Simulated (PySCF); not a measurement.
## Electron correlation in Se (selenium, neutral)

[Ar] 3d10 4s2 4p3 5s1, high-spin 5S determinant (an excited configuration). Calculation: PySCF 2.14, in aug-cc-pVTZ-PP with ECP10MDF (6s5p4d2f, 55 functions); scalar relativity through the core potential. Frozen: 3s2 3p6 3d10; 6 electrons correlated.

```csv
level,correlation energy (mhartree)
CCSD,-102.23
(T),-3.65
CCSD(T),-105.88
```

Diagnostics: T1 = 0.010, D1 = 0.0357, largest double amplitude 0.039.

Problem. Is a single reference adequate?

Solution. Yes, within this model without spin-orbit coupling: T1 lies below 0.03 and no double amplitude reaches 0.07.
